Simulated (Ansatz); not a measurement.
Steps of a relaxation of C$_{2}$H$_{8}$OSi$_{2}$, SMILES `O[SiH2]/C=C\[SiH3]` with RKS PBE-D4/def2-SVP.

```sh
$ ansatz run in.yaml --threads 4 --pin off --events-out ev --progress --plain --max-ram 10444MiB
```

```yaml
crystal:
  periodic: [false, false, false]
  atoms:
    - {symbol: O, position_ang: [-2.274300, 0.584200, 0.792600]}
    - {symbol: Si, position_ang: [-0.973900, -0.172200, 1.544900]}
    - {symbol: C, position_ang: [0.631300, 0.555800, 0.955000]}
    - {symbol: C, position_ang: [1.233500, 0.446700, -0.264500]}
    - {symbol: Si, position_ang: [0.674800, -0.431800, -1.776900]}
    - {symbol: H, position_ang: [-2.191700, 0.588300, -0.184400]}
    - {symbol: H, position_ang: [-1.130600, 0.081400, 3.012400]}
    - {symbol: H, position_ang: [-1.057000, -1.598300, 1.231500]}
    - {symbol: H, position_ang: [1.150700, 1.057200, 1.698100]}
    - {symbol: H, position_ang: [2.203300, 0.939000, -0.441300]}
    - {symbol: H, position_ang: [0.932700, -1.892300, -1.669900]}
    - {symbol: H, position_ang: [-0.730500, -0.237500, -1.977800]}
    - {symbol: H, position_ang: [1.417000, 0.118300, -2.954500]}
basis:
  gaussian: {orbitals: def2-SVP}
hamiltonian: {xc: pbe, dispersion: d4}
relax: {f_tol: 0.03, max_steps: 200}
```

Positions (Å) and forces (eV/Å) along the path, 11 of 38 steps:

```xyz
13
step=1 energy=-19984.9925 eV
O    -2.274    0.584    0.793   -0.184    0.225   -0.328
Si   -0.974   -0.172    1.545   -0.590    0.494   -0.130
C     0.631    0.556    0.955   -0.490   -1.372   -2.143
C     1.234    0.447   -0.265   -0.019    0.364    0.840
Si    0.675   -0.432   -1.777    0.783   -0.368   -0.357
H    -2.192    0.588   -0.184   -0.076    0.022    0.314
H    -1.131    0.081    3.012    0.041   -0.018    0.008
H    -1.057   -1.598    1.232    0.148   -0.920   -0.043
H     1.151    1.057    1.698    1.505    1.582    1.928
H     2.203    0.939   -0.441    0.268    0.209    0.323
H     0.933   -1.892   -1.670    0.077   -0.361   -0.044
H    -0.731   -0.237   -1.978   -1.512    0.129   -0.253
H     1.417    0.118   -2.954    0.047    0.014   -0.117
13
step=3 energy=-19985.2534 eV
O    -2.301    0.630    0.766    0.110   -0.041    0.000
Si   -0.990   -0.162    1.476   -0.075   -0.003    0.030
C     0.672    0.581    0.968    0.462   -0.147    0.374
C     1.298    0.449   -0.230   -0.076    0.386   -0.037
Si    0.667   -0.471   -1.749   -0.062   -0.006   -0.099
H    -2.256    0.650   -0.207   -0.037    0.011   -0.007
H    -1.158    0.033    2.954   -0.021   -0.018   -0.029
H    -0.996   -1.640    1.150    0.011    0.047   -0.032
H     1.244    1.111    1.777   -0.357    0.030   -0.354
H     2.245    1.013   -0.379    0.048   -0.264    0.076
H     0.948   -1.951   -1.686    0.014    0.049    0.020
H    -0.828   -0.299   -1.904    0.023   -0.018    0.049
H     1.341    0.096   -2.970   -0.041   -0.025    0.010
13
step=9 energy=-19985.3045 eV
O    -2.279    0.730    0.742   -0.007    0.003   -0.011
Si   -1.003   -0.131    1.426    0.003    0.003    0.019
C     0.691    0.583    0.978   -0.010   -0.002    0.016
C     1.335    0.416   -0.204    0.028   -0.003   -0.038
Si    0.668   -0.512   -1.705    0.003    0.005   -0.002
H    -2.258    0.764   -0.231   -0.004   -0.003   -0.003
H    -1.201   -0.012    2.906   -0.003    0.000    0.005
H    -1.030   -1.585    1.020   -0.003    0.002   -0.004
H     1.202    1.184    1.758    0.000   -0.004    0.006
H     2.337    0.876   -0.327   -0.005   -0.001   -0.003
H     1.201   -1.917   -1.789    0.003   -0.001    0.000
H    -0.838   -0.574   -1.648    0.000   -0.002    0.007
H     1.061    0.217   -2.962   -0.003    0.003    0.008
13
step=14 energy=-19985.3084 eV
O    -2.248    0.734    0.637    0.076   -0.070   -0.103
Si   -1.015   -0.095    1.439   -0.061    0.038    0.005
C     0.714    0.543    0.998   -0.003   -0.013   -0.003
C     1.354    0.377   -0.187   -0.001    0.005    0.005
Si    0.654   -0.483   -1.710   -0.004   -0.011   -0.047
H    -2.215    0.631   -0.334   -0.019    0.024    0.122
H    -1.259    0.158    2.898    0.009   -0.002   -0.035
H    -1.074   -1.578    1.158    0.004    0.022    0.008
H     1.251    1.099    1.794   -0.003   -0.011   -0.012
H     2.375    0.797   -0.297   -0.011   -0.008   -0.002
H     1.290   -1.832   -1.941   -0.020    0.053    0.008
H    -0.837   -0.677   -1.556    0.043    0.005    0.000
H     0.894    0.365   -2.934   -0.011   -0.032    0.053
13
step=18 energy=-19985.3180 eV
O    -2.196    0.689    0.484    0.003   -0.014   -0.068
Si   -1.032   -0.041    1.459   -0.006   -0.025    0.026
C     0.740    0.475    1.024   -0.004    0.013    0.062
C     1.369    0.325   -0.168    0.011   -0.025   -0.039
Si    0.631   -0.431   -1.725    0.010    0.002   -0.037
H    -2.154    0.434   -0.456    0.005    0.000    0.078
H    -1.329    0.434    2.852    0.012   -0.012   -0.052
H    -1.128   -1.551    1.404   -0.002    0.056    0.004
H     1.318    0.947    1.846   -0.011   -0.011   -0.017
H     2.417    0.676   -0.259   -0.012    0.000    0.006
H     1.383   -1.668   -2.145   -0.023    0.038    0.010
H    -0.813   -0.808   -1.488    0.027    0.004   -0.004
H     0.678    0.556   -2.864   -0.010   -0.026    0.031
13
step=20 energy=-19985.3211 eV rejected
O    -2.148    0.648    0.364    0.104   -0.250   -0.283
Si   -1.042    0.010    1.473   -0.096    0.038   -0.006
C     0.760    0.423    1.047    0.020   -0.023    0.101
C     1.377    0.287   -0.154    0.073   -0.071   -0.006
Si    0.613   -0.383   -1.738   -0.016    0.035   -0.118
H    -2.127    0.229   -0.526    0.019    0.165    0.437
H    -1.372    0.666    2.791    0.036   -0.073   -0.154
H    -1.183   -1.499    1.606    0.005    0.164   -0.016
H     1.377    0.808    1.890   -0.083   -0.014   -0.083
H     2.450    0.568   -0.225   -0.070    0.000   -0.009
H     1.446   -1.515   -2.305   -0.093    0.131    0.076
H    -0.783   -0.907   -1.468    0.108    0.018   -0.041
H     0.517    0.702   -2.792   -0.007   -0.120    0.102
13
step=22 energy=-19985.3282 eV
O    -2.145    0.650    0.369    0.049   -0.096   -0.104
Si   -1.041    0.008    1.472   -0.030    0.036   -0.027
C     0.760    0.419    1.048   -0.009    0.017    0.019
C     1.378    0.278   -0.152    0.038   -0.036    0.010
Si    0.613   -0.384   -1.738   -0.007    0.010   -0.021
H    -2.118    0.233   -0.515   -0.001    0.057    0.156
H    -1.366    0.656    2.787    0.009   -0.022   -0.044
H    -1.186   -1.493    1.591   -0.001    0.044    0.005
H     1.367    0.826    1.884   -0.016   -0.028   -0.020
H     2.447    0.568   -0.227   -0.032    0.009   -0.005
H     1.442   -1.514   -2.298   -0.036    0.057    0.015
H    -0.780   -0.908   -1.471    0.039    0.000   -0.023
H     0.516    0.699   -2.784   -0.003   -0.049    0.038
13
step=26 energy=-19985.3536 eV
O    -2.001    0.564    0.152   -0.047   -0.022   -0.031
Si   -1.047    0.110    1.465    0.111    0.077   -0.004
C     0.794    0.316    1.086   -0.084    0.001    0.256
C     1.400    0.169   -0.115   -0.011   -0.005   -0.051
Si    0.562   -0.308   -1.730    0.072   -0.022   -0.100
H    -2.035   -0.087   -0.572   -0.021   -0.012    0.003
H    -1.405    1.044    2.582   -0.004    0.001    0.004
H    -1.320   -1.312    1.894    0.000    0.006   -0.008
H     1.435    0.599    1.947   -0.014   -0.029    0.009
H     2.495    0.336   -0.164    0.011    0.008   -0.061
H     1.533   -1.102   -2.560   -0.016   -0.002   -0.030
H    -0.649   -1.179   -1.491    0.002   -0.011    0.010
H     0.122    0.889   -2.528    0.002    0.009    0.004
13
step=30 energy=-19985.3688 eV
O    -1.967    0.449    0.085    0.027   -0.076   -0.019
Si   -1.046    0.172    1.473   -0.020    0.015    0.037
C     0.799    0.258    1.113   -0.029   -0.023   -0.077
C     1.386    0.124   -0.103    0.044   -0.015    0.102
Si    0.556   -0.250   -1.759   -0.007    0.003   -0.006
H    -2.048   -0.325   -0.502   -0.017    0.058    0.008
H    -1.401    1.260    2.445    0.001   -0.009   -0.012
H    -1.378   -1.170    2.087    0.009    0.026    0.003
H     1.457    0.450    1.987    0.014    0.006   -0.010
H     2.490    0.217   -0.152   -0.033    0.002   -0.019
H     1.577   -0.899   -2.652    0.010    0.010   -0.012
H    -0.583   -1.233   -1.611    0.008    0.007    0.003
H     0.043    0.985   -2.446   -0.006   -0.004    0.000
13
step=32 energy=-19985.3723 eV
O    -1.952    0.390    0.060    0.049   -0.197    0.018
Si   -1.051    0.199    1.479   -0.062    0.056   -0.013
C     0.795    0.225    1.118    0.000    0.004   -0.014
C     1.381    0.086   -0.097    0.049   -0.045    0.022
Si    0.557   -0.226   -1.771   -0.006   -0.002   -0.025
H    -2.053   -0.427   -0.467    0.000    0.153    0.066
H    -1.393    1.366    2.364    0.009   -0.053   -0.046
H    -1.411   -1.085    2.198    0.020    0.060   -0.040
H     1.462    0.389    1.991   -0.017   -0.016    0.001
H     2.489    0.138   -0.137   -0.036    0.019   -0.015
H     1.607   -0.769   -2.708   -0.028    0.021    0.037
H    -0.532   -1.271   -1.681    0.021    0.020    0.000
H    -0.015    1.024   -2.383    0.001   -0.020    0.009
13
step=38 energy=-19985.3775 eV
O    -1.935    0.250    0.034    0.006   -0.009    0.011
Si   -1.050    0.255    1.471   -0.010   -0.012   -0.008
C     0.794    0.162    1.127   -0.013    0.002   -0.005
C     1.379    0.012   -0.088   -0.012    0.016    0.004
Si    0.552   -0.172   -1.783    0.011   -0.006    0.003
H    -2.057   -0.621   -0.385    0.003    0.010    0.005
H    -1.377    1.547    2.162    0.003   -0.006   -0.007
H    -1.442   -0.894    2.371    0.001    0.010   -0.007
H     1.459    0.251    2.011    0.008    0.000    0.005
H     2.487   -0.008   -0.119    0.009   -0.011   -0.006
H     1.638   -0.520   -2.766    0.001    0.000    0.000
H    -0.442   -1.308   -1.813   -0.003   -0.001    0.003
H    -0.120    1.085   -2.255   -0.005    0.006    0.000
```

It took 55 s on 4 threads of an Arm Neoverse V1 on a shared host, with 0.17 GiB of host memory at the peak.
